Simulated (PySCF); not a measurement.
PySCF input file for C2H6FNSi2, SMILES C1[Si@@H]([Si@H](N)C=1)F, TDA-PBE/def2-SVPD. Geometry optimised at B3LYP-D3(BJ)/def2-SVP. The structure was generated by enumeration; whether it is a known compound was not checked. Other conformers were not sampled.

```python
import numpy as np
from pyscf import gto, scf, dft, tdscf

mol = gto.M(
    atom='''
    N     2.32589103   -0.20355541    0.72025246
    Si    0.64555748   -0.55690408    0.90260188
    C    -0.15140344   -1.65985370   -0.42611732
    C    -1.12387014   -0.90814935   -1.00975599
    Si   -1.04656868    0.73942317   -0.10072551
    F    -0.56543438    1.99449047   -1.04587806
    H     2.94512671   -0.15213389    1.52117826
    H     2.68214466    0.32141168   -0.07133340
    H     0.49849903   -1.05979894    2.30096230
    H     0.04809335   -2.70199506   -0.71384185
    H    -1.78127317   -1.28868404   -1.80260963
    H    -2.31911992    1.20842510    0.52575031
    ''',
    basis='def2-SVPD',
    charge=0,
    spin=0,
    max_memory=1600,
    verbose=4,
)
mf = dft.RKS(mol, xc='pbe').density_fit(auxbasis='def2-universal-jkfit')
mf.grids.level = 3
mf.conv_tol = 1e-9
mf.max_cycle = 100
mf.kernel()
mf.grids = dft.Grids(mol).set(level=1).build(with_non0tab=True)  # coarser grid for the response kernel
td = tdscf.TDA(mf)
td.singlet = True
td.nstates = 10
td.conv_tol = 1e-4
td.positive_eig_threshold = 1e-6
td.kernel(x0=td.get_init_guess(mf, 15))
td.analyze()
tt = tdscf.TDA(mf)
tt.singlet = False
tt.nstates = 4
tt.conv_tol = 1e-4
tt.positive_eig_threshold = 1e-6
tt.kernel(x0=tt.get_init_guess(mf, 9))
tt.analyze(verbose=3)
```

Log of the run:

```
PySCF version 2.14.0

[INPUT] verbose = 4
[INPUT] num. atoms = 12
[INPUT] num. electrons = 62
[INPUT] charge = 0
[INPUT] spin (= nelec alpha-beta = 2S) = 0
[INPUT] symmetry False subgroup None
[INPUT] Mole.unit = angstrom
[INPUT] Symbol           X                Y                Z      unit          X                Y                Z       unit  Magmom
[INPUT]  1 N      2.325891030000  -0.203555410000   0.720252460000 AA    4.395297042283  -0.384663976074   1.361079889944 Bohr   0.0
[INPUT]  2 Si     0.645557480000  -0.556904080000   0.902601880000 AA    1.219926834864  -1.052396188853   1.705670352718 Bohr   0.0
[INPUT]  3 C     -0.151403440000  -1.659853700000  -0.426117320000 AA   -0.286111035917  -3.136668899846  -0.805245031734 Bohr   0.0
[INPUT]  4 C     -1.123870140000  -0.908149350000  -1.009755990000 AA   -2.123806764177  -1.716153551702  -1.908162273739 Bohr   0.0
[INPUT]  5 Si    -1.046568680000   0.739423170000  -0.100725510000 AA   -1.977728175748   1.397307281458  -0.190343627657 Bohr   0.0
[INPUT]  6 F     -0.565434380000   1.994490470000  -1.045878060000 AA   -1.068516119613   3.769040746355  -1.976423093091 Bohr   0.0
[INPUT]  7 H      2.945126710000  -0.152133890000   1.521178260000 AA    5.565482884041  -0.287491386365   2.874610298042 Bohr   0.0
[INPUT]  8 H      2.682144660000   0.321411680000  -0.071333400000 AA    5.068518833865   0.607380048436  -0.134800589534 Bohr   0.0
[INPUT]  9 H      0.498499030000  -1.059798940000   2.300962300000 AA    0.942026640061  -2.002729743704   4.348188569949 Bohr   0.0
[INPUT] 10 H      0.048093350000  -2.701995060000  -0.713841850000 AA    0.090883259913  -5.106030653328  -1.348965592753 Bohr   0.0
[INPUT] 11 H     -1.781273170000  -1.288684040000  -1.802609630000 AA   -3.366118444336  -2.435259896698  -3.406438510204 Bohr   0.0
[INPUT] 12 H     -2.319119920000   1.208425100000   0.525750310000 AA   -4.382501498823   2.283592481050   0.993524095805 Bohr   0.0

nuclear repulsion = 352.207355340578
number of shells = 77
number of NR pGTOs = 267
number of NR cGTOs = 179
basis = def2-SVPD
ecp = {}


[settings echo left out]
init E= -812.876820607726
  HOMO = -0.273571734259374  LUMO = -0.132539235697425  gap/eV = 3.83769
cycle= 1 E= -812.429046795226  delta_E= 0.448  |g|= 0.748  |ddm|= 5.17
  HOMO = -0.124234441386549  LUMO = -0.0176910045904601  gap/eV = 2.89919
cycle= 2 E= -812.011117596939  delta_E= 0.418  |g|=  1.6  |ddm|= 2.89
  HOMO = -0.206346828271048  LUMO = -0.0620599627090517  gap/eV = 3.92625
cycle= 3 E= -812.54328305497  delta_E= -0.532  |g|= 0.166  |ddm|= 2.15
  HOMO = -0.212106329836454  LUMO = -0.0807330902009844  gap/eV = 3.57485
cycle= 4 E= -812.549449552039  delta_E= -0.00617  |g|= 0.0784  |ddm|= 0.34
  HOMO = -0.211620991994018  LUMO = -0.0737086736893557  gap/eV = 3.75279
cycle= 5 E= -812.550875388118  delta_E= -0.00143  |g|= 0.0262  |ddm|= 0.125
  HOMO = -0.210989462347849  LUMO = -0.073686718668883  gap/eV = 3.73620
cycle= 6 E= -812.55106535498  delta_E= -0.00019  |g|= 0.012  |ddm|= 0.0497
  HOMO = -0.211100851506663  LUMO = -0.0741225909549152  gap/eV = 3.72737
cycle= 7 E= -812.551106905959  delta_E= -4.16e-05  |g|= 0.00328  |ddm|= 0.0214
  HOMO = -0.211105485825365  LUMO = -0.0740504710769168  gap/eV = 3.72946
cycle= 8 E= -812.551109795458  delta_E= -2.89e-06  |g|= 0.000613  |ddm|= 0.00536
  HOMO = -0.211151618272787  LUMO = -0.0740229149807661  gap/eV = 3.73146
cycle= 9 E= -812.551109871176  delta_E= -7.57e-08  |g|= 0.000345  |ddm|= 0.00121
  HOMO = -0.21113486028784  LUMO = -0.0740353410197958  gap/eV = 3.73067
cycle= 10 E= -812.551109896794  delta_E= -2.56e-08  |g|= 4.59e-05  |ddm|= 0.000505
  HOMO = -0.211138725389673  LUMO = -0.0740388862056105  gap/eV = 3.73068
cycle= 11 E= -812.551109897254  delta_E= -4.6e-10  |g|= 2.19e-05  |ddm|= 0.000158
  HOMO = -0.211138108561685  LUMO = -0.0740365759633206  gap/eV = 3.73072
Extra cycle  E= -812.551109897098  delta_E= 1.57e-10  |g|= 3.32e-05  |ddm|= 0.000126
converged SCF energy = -812.551109897098
tot grids = 48440
Overwritten attributes  positive_eig_threshold  of <class 'pyscf.tdscf.rks.TDA'>


******** <class 'pyscf.tdscf.rks.TDA'> for <class 'pyscf.df.df_jk.DFRKS'> ********
nstates = 10 singlet
deg_eia_thresh = 1.000e-03
wfnsym = None
conv_tol = 0.0001
eigh lindep = 1e-12
eigh level_shift = 0
eigh max_cycle = 100


Excitation energies (eV)
[3.80671424 4.87743255 5.12262866 5.43522147 5.73863781 5.98222965
 6.0733702  6.15680254 6.36128447 6.47437075]

** Singlet excitation energies and oscillator strengths **
Excited State   1:      3.80671 eV    325.70 nm  f=0.0011
      31 -> 32       -0.70540
Excited State   2:      4.87743 eV    254.20 nm  f=0.0139
      30 -> 32        0.11588
      31 -> 33        0.68552
Excited State   3:      5.12263 eV    242.03 nm  f=0.0014
      28 -> 32       -0.22292
      29 -> 32       -0.12437
      30 -> 32        0.64801
Excited State   4:      5.43522 eV    228.11 nm  f=0.0018
      28 -> 32        0.32504
      29 -> 32        0.56910
      30 -> 32        0.19714
      31 -> 34       -0.12908
Excited State   5:      5.73864 eV    216.05 nm  f=0.0295
      28 -> 32        0.13951
      30 -> 33        0.13327
      31 -> 34        0.63684
      31 -> 35        0.13990
Excited State   6:      5.98223 eV    207.25 nm  f=0.0091
      29 -> 33       -0.15061
      30 -> 33       -0.62750
      31 -> 36       -0.22325
Excited State   7:      6.07337 eV    204.14 nm  f=0.0303
      30 -> 33        0.18870
      31 -> 35        0.43304
      31 -> 36       -0.48394
Excited State   8:      6.15680 eV    201.38 nm  f=0.0342
      28 -> 32        0.16514
      28 -> 33        0.10840
      29 -> 32       -0.11991
      29 -> 33        0.29213
      31 -> 35       -0.40914
      31 -> 36       -0.38651
Excited State   9:      6.36128 eV    194.90 nm  f=0.0042
      27 -> 32        0.16746
      28 -> 32        0.19457
      29 -> 32       -0.15600
      29 -> 33       -0.56260
      30 -> 33        0.13669
      31 -> 36       -0.15814
Excited State  10:      6.47437 eV    191.50 nm  f=0.0169
      28 -> 33       -0.22929
      31 -> 35       -0.11419
      31 -> 37        0.63223

** Transition electric dipole moments (AU) **
state          X           Y           Z        Dip. S.      Osc.
  1        -0.0695     -0.0624     -0.0542      0.0117      0.0011
  2         0.3071     -0.0627     -0.1337      0.1161      0.0139
  3        -0.0546     -0.0354      0.0825      0.0110      0.0014
  4        -0.0388      0.0308      0.1034      0.0131      0.0018
  5        -0.2632      0.3367      0.1649      0.2098      0.0295
  6        -0.0550      0.0210      0.2420      0.0620      0.0091
  7         0.3527      0.2052      0.1923      0.2034      0.0303
  8        -0.4565      0.0931     -0.0977      0.2266      0.0342
  9        -0.0885     -0.1044     -0.0902      0.0269      0.0042
 10        -0.2554      0.1881     -0.0778      0.1066      0.0169

** Transition velocity dipole moments (imaginary part, AU) **
state          X           Y           Z        Dip. S.      Osc.
  1         0.0224     -0.0054     -0.0095      0.0006      0.0030
  2         0.0084     -0.0342     -0.0025      0.0012      0.0046
  3         0.0155      0.0133     -0.0301      0.0013      0.0047
  4         0.0270      0.0158     -0.0218      0.0015      0.0048
  5        -0.0245      0.0464     -0.0049      0.0028      0.0088
  6         0.0067      0.0139      0.0100      0.0003      0.0010
  7         0.0337      0.0305      0.0490      0.0045      0.0133
  8        -0.0837      0.0324     -0.0385      0.0095      0.0281
  9        -0.0621      0.0226      0.0030      0.0044      0.0125
 10        -0.0272      0.0003     -0.0149      0.0010      0.0027

** Transition magnetic dipole moments (imaginary part, AU) **
state          X           Y           Z
  1        -0.2390      0.0518      0.4328
  2         0.1767     -0.2781      0.4397
  3        -0.0370      0.1156     -0.4731
  4        -0.4672      0.3060     -0.1717
  5         0.3021      0.3907     -0.1922
  6        -0.4375     -0.0565     -0.2366
  7        -0.1170     -0.4052     -0.1531
  8         0.6757      0.8715     -0.4864
  9         0.3793      0.3172     -0.7395
 10        -0.2003     -0.0949      0.4155


******** <class 'pyscf.tdscf.rks.TDA'> for <class 'pyscf.df.df_jk.DFRKS'> ********
nstates = 4 triplet
deg_eia_thresh = 1.000e-03
wfnsym = None
conv_tol = 0.0001
eigh lindep = 1e-12
eigh level_shift = 0
eigh max_cycle = 100


Excitation energies (eV)
[3.61092503 4.35601979 4.37857015 4.7013847 ]

** Triplet excitation energies and oscillator strengths **
Excited State   1:      3.61093 eV    343.36 nm  f=0.0000
Excited State   2:      4.35602 eV    284.63 nm  f=0.0000
Excited State   3:      4.37857 eV    283.16 nm  f=0.0000
Excited State   4:      4.70138 eV    263.72 nm  f=0.0000
```

The calculation finished and met its thresholds.
